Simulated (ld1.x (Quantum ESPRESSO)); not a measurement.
## An all-electron radial function and its pseudo partner (Ga)

Columns: radius, all-electron u(r) and pseudo u(r) of the 4p shell (level -9.31 eV) of gallium in the configuration [Ar] 3d10 4s2 4p0; LDA (PZ), scalar-relativistic, TM scheme, ld1.x (Quantum ESPRESSO) 7.5.

```csv
r (bohr),all-electron,pseudo
0.118,0.1526,0.0036
0.235,-0.0019,0.0143
0.353,-0.1845,0.0322
0.470,-0.2552,0.0569
0.588,-0.2290,0.0885
0.705,-0.1473,0.1262
0.822,-0.0417,0.1697
0.940,0.0701,0.2187
1.058,0.1768,0.2718
1.175,0.2725,0.3270
1.292,0.3563,0.3829
1.410,0.4282,0.4377
1.528,0.4877,0.4887
1.645,0.5354,0.5333
1.763,0.5730,0.5707
1.880,0.6009,0.5995
1.998,0.6207,0.6201
2.115,0.6329,0.6328
2.232,0.6388,0.6388
2.350,0.6391,0.6391
2.468,0.6347,0.6347
2.585,0.6262,0.6262
2.702,0.6144,0.6144
2.820,0.5997,0.5997
2.938,0.5827,0.5827
3.055,0.5641,0.5641
```

**Question.** How many radial nodes do the two functions have?

**Answer.** The all-electron 4p function has n − l − 1 = 2; the pseudo-wave has 0, since the states of the same l below it are removed with the core.

**Question.** At about which radius was the pseudo-wave matched?

**Answer.** 2.35 bohr. The columns agree to 0.0005 from 2.12 bohr on; several derivatives are matched, so the curves merge somewhat inside the radius.

**Question.** Is the pseudo-wave norm-conserving?

**Answer.** Yes: the TM scheme keeps the norm inside the radius equal to the all-electron one, which fixes the energy derivative of the logarithmic derivative at the level.
